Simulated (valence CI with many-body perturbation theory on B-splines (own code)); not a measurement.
Forbidden lines of Pt XXXVIII

Method: valence CI with perturbative core correlation (CI+MBPT): five valence electrons over a frozen Dirac-Fock core [Kr], radial functions for each j: 7 s, 7 p, 8 d, 6 f, 4 g, 1 h, with the one-electron correlation potential Σ1, the two-electron term Σ2, the three-electron term Σ3, Breit, model QED; selected CI, second order for the rest, scaled by the run's own slope (own B-spline code, finite nucleus).

The last digits are not significant, and no measured levels were compared; by estimate large intervals hold to a few tenths of a per cent, small ones and those within an open d or f shell to about a per cent. The list stops below the first excitations out of the core.

Lines 1 to 50 of 120 in falling wavelength, among levels below 1111100 cm⁻¹, chosen from the decays that carry over 1 % of a level's rate. Wavelengths and rates use the calculated energies. Electric multipoles are in the length gauge, E1 and E2 with the static RPA response of the core. S is in atomic units (e²a₀⁴ for E2 and M2, e²a₀⁶ for E3), for M1 in squared Bohr magnetons. Weak lines are less certain than strong ones. Lines between different terms over intervals too small for the method are left out, as are lines whose strength nearly cancels.

Levels are named by their leading jj configuration (3d3/2^4 stands for four electrons in 3d with j = 3/2), which in mixed levels can hold well under half, so a name can repeat and another be missing. Letters in brackets count levels of one name in rising energy.

| λ vac (nm) | Upper | Lower | Type | A (s⁻¹) | S (a.u.) |
| --- | --- | --- | --- | --- | --- |
| 1185 | (4d3/2^3 4d5/2^2) J=11/2 | (4d3/2^3 4d5/2^2) J=7/2 [a] | E2 | 3.04e-07 | 7.60e-04 |
| 710.4 | (4d3/2^3 4d5/2^2) J=9/2 | (4d3/2^3 4d5/2^2) J=11/2 | M1 | 2.44e+01 | 3.24e+00 |
| 444.1 | (4d3/2^3 4d5/2^2) J=9/2 | (4d3/2^3 4d5/2^2) J=7/2 [a] | M1 | 1.17e+02 | 3.79e+00 |
| 359.2 | (4d3/2^3 4d5/2^2) J=5/2 [b] | (4d3/2^3 4d5/2^2) J=3/2 [a] | M1 | 1.75e+02 | 1.81e+00 |
| 271.6 | (4d3/2^3 4d5/2^2) J=1/2 | (4d3/2^3 4d5/2^2) J=3/2 [a] | M1 | 1.19e+03 | 1.77e+00 |
| 249.5 | (4d3/2^3 4d5/2^2) J=7/2 [a] | (4d3/2^3 4d5/2^2) J=5/2 [a] | M1 | 6.12e+02 | 2.82e+00 |
| 208.7 | (4d3/2^3 4d5/2^2) J=7/2 [b] | (4d3/2^3 4d5/2^2) J=7/2 [a] | M1 | 2.30e+02 | 6.21e-01 |
| 179.8 | (4d3/2^2 4d5/2^3) J=1/2 [b] | (4d3/2^2 4d5/2^3) J=3/2 [a] | M1 | 1.94e+03 | 8.35e-01 |
| 172.6 | (4d3/2^3 4d5/2^2) J=3/2 [b] | (4d3/2^3 4d5/2^2) J=1/2 | M1 | 2.19e+02 | 1.67e-01 |
| 163.3 | (4d3/2^2 4d5/2^3) J=9/2 [c] | (4d3/2^2 4d5/2^3) J=9/2 [b] | M1 | 1.49e+03 | 2.41e+00 |
| 149.4 | (4d3/2^3 4d5/2^2) J=3/2 [b] | (4d3/2^3 4d5/2^2) J=5/2 [b] | M1 | 6.33e+02 | 3.13e-01 |
| 137.8 | (4d3/2^3 4d5/2^2) J=5/2 [b] | (4d3/2^3 4d5/2^2) J=5/2 [a] | M1 | 3.43e+03 | 2.00e+00 |
| 132.4 | (4d3/2^2 4d5/2^3) J=3/2 [c] | (4d3/2^2 4d5/2^3) J=1/2 [b] | M1 | 1.06e+03 | 3.64e-01 |
| 107.7 | (4d3/2^2 4d5/2^3) J=1/2 [a] | (4d3/2^3 4d5/2^2) J=3/2 [b] | M1 | 6.77e+03 | 6.27e-01 |
| 107.1 | (4d3/2^2 4d5/2^3) J=3/2 [b] | (4d3/2^2 4d5/2^3) J=5/2 [a] | M1 | 9.78e+02 | 1.78e-01 |
| 105.5 | (4d3/2^3 4d5/2^2) J=3/2 [b] | (4d3/2^3 4d5/2^2) J=3/2 [a] | M1 | 1.81e+03 | 3.15e-01 |
| 103.6 | (4d3/2^2 4d5/2^3) J=3/2 [c] | (4d3/2^2 4d5/2^3) J=5/2 [c] | M1 | 2.68e+03 | 4.42e-01 |
| 99.57 | (4d3/2^2 4d5/2^3) J=3/2 [a] | (4d3/2^3 4d5/2^2) J=3/2 [b] | M1 | 3.16e+03 | 4.63e-01 |
| 96.30 | (4d3/2^2 4d5/2^3) J=5/2 [b] | (4d3/2^3 4d5/2^2) J=3/2 [b] | M1 | 4.94e+03 | 9.81e-01 |
| 74.53 | (4d3/2^2 4d5/2^3) J=9/2 [a] | (4d3/2^3 4d5/2^2) J=7/2 [b] | M1 | 1.12e+04 | 1.71e+00 |
| 74.05 | (4d3/2^2 4d5/2^3) J=5/2 [c] | (4d3/2^3 4d5/2^2) J=3/2 [b] | M1 | 2.79e+04 | 2.52e+00 |
| 72.72 | (4d3/2^2 4d5/2^3) J=5/2 [d] | (4d3/2^2 4d5/2^3) J=5/2 [b] | M1 | 5.92e+03 | 5.06e-01 |
| 71.93 | (4d3/2^2 4d5/2^3) J=7/2 [a] | (4d3/2^3 4d5/2^2) J=5/2 [b] | M1 | 2.10e+04 | 2.31e+00 |
| 71.69 | (4d3/2^3 4d5/2^2) J=3/2 [b] | (4d3/2^3 4d5/2^2) J=5/2 [a] | M1 | 1.53e+03 | 8.35e-02 |
| 71.63 | (4d3/2^2 4d5/2^3) J=5/2 [a] | (4d3/2^3 4d5/2^2) J=3/2 [a] | M1 | 3.59e+03 | 2.94e-01 |
| 70.96 | (4d3/2^2 4d5/2^3) J=5/2 [d] | (4d3/2^2 4d5/2^3) J=3/2 [a] | M1 | 1.58e+03 | 1.26e-01 |
| 69.33 | (4d3/2^2 4d5/2^3) J=5/2 [a] | (4d3/2^3 4d5/2^2) J=7/2 [a] | M1 | 1.75e+04 | 1.30e+00 |
| 68.42 | (4d3/2^3 4d5/2^2) J=5/2 [a] | (4d3/2^4 4d5/2) J=5/2 | M1 | 1.10e+05 | 7.84e+00 |
| 67.12 | (4d3/2^2 4d5/2^3) J=7/2 [a] | (4d3/2^3 4d5/2^2) J=9/2 | M1 | 3.11e+04 | 2.79e+00 |
| 66.31 | (4d3/2^2 4d5/2^3) J=1/2 [a] | (4d3/2^3 4d5/2^2) J=1/2 | M1 | 5.30e+04 | 1.15e+00 |
| 64.78 | (4d3/2 4d5/2^4) J=7/2 [a] | (4d3/2^2 4d5/2^3) J=5/2 [c] | M1 | 2.06e+04 | 1.66e+00 |
| 64.72 | (4d3/2^2 4d5/2^3) J=11/2 | (4d3/2^3 4d5/2^2) J=9/2 | M1 | 1.35e+04 | 1.62e+00 |
| 64.38 | (4d3/2^2 4d5/2^3) J=5/2 [b] | (4d3/2^3 4d5/2^2) J=7/2 [b] | M1 | 1.44e+04 | 8.56e-01 |
| 64.09 | (4d3/2^2 4d5/2^3) J=1/2 [b] | (4d3/2^3 4d5/2^2) J=3/2 [b] | M1 | 2.39e+03 | 4.67e-02 |
| 63.14 | (4d3/2^2 4d5/2^3) J=3/2 [a] | (4d3/2^3 4d5/2^2) J=1/2 | M1 | 1.06e+04 | 3.96e-01 |
| 62.66 | (4d3/2^2 4d5/2^3) J=9/2 [a] | (4d3/2^3 4d5/2^2) J=9/2 | M1 | 9.78e+02 | 8.92e-02 |
| 61.99 | (4d3/2 4d5/2^4) J=5/2 [a] | (4d3/2^2 4d5/2^3) J=3/2 [a] | M1 | 2.53e+04 | 1.34e+00 |
| 61.05 | (4d3/2 4d5/2^4) J=3/2 [a] | (4d3/2^2 4d5/2^3) J=5/2 [c] | M1 | 2.42e+04 | 8.16e-01 |
| 60.62 | (4d3/2 4d5/2^4) J=7/2 [a] | (4d3/2^2 4d5/2^3) J=9/2 [b] | M1 | 2.03e+04 | 1.34e+00 |
| 59.75 | (4d3/2^2 4d5/2^3) J=3/2 [a] | (4d3/2^3 4d5/2^2) J=5/2 [b] | M1 | 4.26e+04 | 1.35e+00 |
| 59.31 | (4d3/2^2 4d5/2^3) J=11/2 | (4d3/2^3 4d5/2^2) J=11/2 | M1 | 7.96e+04 | 7.39e+00 |
| 59.08 | (4d3/2^2 4d5/2^3) J=5/2 [d] | (4d3/2^2 4d5/2^3) J=7/2 [a] | M1 | 1.92e+04 | 8.78e-01 |
| 58.56 | (4d3/2^2 4d5/2^3) J=5/2 [b] | (4d3/2^3 4d5/2^2) J=5/2 [b] | M1 | 5.23e+04 | 2.34e+00 |
| 58.31 | (4d3/2^2 4d5/2^3) J=7/2 [a] | (4d3/2^3 4d5/2^2) J=7/2 [a] | M1 | 4.94e+04 | 2.91e+00 |
| 57.59 | (4d3/2^2 4d5/2^3) J=9/2 [a] | (4d3/2^3 4d5/2^2) J=11/2 | M1 | 3.12e+04 | 2.21e+00 |
| 57.39 | (4d3/2 4d5/2^4) J=11/2 | (4d3/2^2 4d5/2^3) J=9/2 [b] | M1 | 1.89e+04 | 1.59e+00 |
| 56.83 | (4d3/2^2 4d5/2^3) J=9/2 [b] | (4d3/2^3 4d5/2^2) J=7/2 [b] | M1 | 1.51e+04 | 1.03e+00 |
| 54.92 | (4d3/2^2 4d5/2^3) J=9/2 [a] | (4d3/2^3 4d5/2^2) J=7/2 [a] | M1 | 4.87e+04 | 2.99e+00 |
| 54.91 | (4d3/2^2 4d5/2^3) J=7/2 [b] | (4d3/2^3 4d5/2^2) J=7/2 [b] | M1 | 1.67e+04 | 8.18e-01 |
| 54.25 | (4d3/2^2 4d5/2^3) J=5/2 [a] | (4d3/2^3 4d5/2^2) J=5/2 [a] | M1 | 2.32e+05 | 8.24e+00 |
